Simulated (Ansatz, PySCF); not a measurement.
System: SbCl3 (charge 0, singlet). 
Coordinates optimised at B3LYP-D3(BJ)/def2-TZVP (Ansatz, a first-principles code):
```
Sb
Cl 1 2.3593
Cl 1 2.3593 2 97.88
Cl 1 2.3593 2 97.88 3 99.14
```
Charge 0, spin multiplicity 1.

Dipole moments at this geometry, in debye (magnitudes).

| level | program | dipole (D) |
|---|---|---|
| HF/def2-TZVPD | PySCF | 2.86 |
| SVWN5/def2-TZVPD | Ansatz | 2.54 |
| PBE/def2-TZVPD | PySCF | 2.59 |
| BLYP/def2-TZVPD | Ansatz | 2.67 |
| revPBE/def2-TZVPD | Ansatz | 2.60 |
| B97M-V/def2-TZVPD | Ansatz | 2.76 |
| r2SCAN0/def2-TZVPD | Ansatz | 2.71 |
| M06-2X/def2-TZVPD | PySCF | 2.77 |
| HSE06/def2-TZVPD | Ansatz | 2.69 |
| LC-wPBE/def2-TZVPD | Ansatz | 2.79 |
| wB97M-V/def2-TZVPD | Ansatz | 2.74 |
| wB97X-V/def2-TZVPD | Ansatz | 2.78 |
| CCSD(T)/def2-SVPD | Ansatz | 2.70 |
